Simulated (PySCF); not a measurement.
System (SMILES): PP (P2H4).
Geometry (B3LYP-D3(BJ)/def2-TZVP, fixed):
```xyz
6

P     -1.0203    -0.4713    -0.0535
P      1.0203     0.4711     0.0549
H     -1.5176     0.2567     1.0604
H     -1.5148     0.4895    -0.9757
H      1.5219    -0.4987     0.9637
H      1.5105    -0.2449    -1.0699
```
Charge 0, spin multiplicity 1.

Basis-set convergence of the lowest singlet excitation energy at PBE with PySCF. Tamm-Dancoff approximation; the state is taken by its order, and sets in which it differs in degeneracy or brightness are left out, yet its character can still change. All functions are spherical. Density fitting with generated auxiliary sets. In sets without p functions on hydrogen, species with hydrogen take exact integrals. No added dispersion term, no relativity. Reference: the value in aug-pcseg-2, 4.985 eV, itself unsure by roughly 0.008 eV (its distance from aug-cc-pV(T+d)Z). Deviations are taken from unrounded values. Cost is core time over that of def2-SVPD, rough, on shared machines of one kind; a dash marks a row that isn't timed (too short, read off another run, short of memory, by another algorithm or on other hardware).

```
basis            functions  lowest singlet excitation energy (eV)  minus reference (eV)  cost
---------------  ---------  -------------------------------------  --------------------  ----
6-31+G*                 52                                  5.119                 0.134     -
def2-SVPD               80                                  5.432                 0.447    1×
6-311+G**               84                                  5.146                 0.161    1×
aug-pcseg-1             90                                  4.992                 0.006    1×
aug-cc-pV(D+d)Z        100                                  4.995                 0.010    1×
6-311++G(2d,2p)        110                                  5.021                 0.036    2×
def2-TZVPD             122                                  5.175                 0.190    2×
pcseg-2                124                                  5.352                 0.367    2×
def2-TZVPPD            164                                  5.164                 0.179    4×
aug-pcseg-2            192                                  4.985                 0.000    4×
aug-cc-pV(T+d)Z        202                                  4.993                 0.008    4×
def2-QZVPP             260                                  5.318                 0.332    8×
pcseg-3                260                                  5.155                 0.170    8×
```

The smallest set listed that lies within 0.05 eV of the reference with all its larger relatives (same family, alike in diffuse functions; a set with none counts only in the reference's own line) is aug-pcseg-1 (90 functions, 1× in cost, 0.006 eV off). (Relatives not listed, tested too: 6-311++G(3df,3pd) 0.028 eV.)
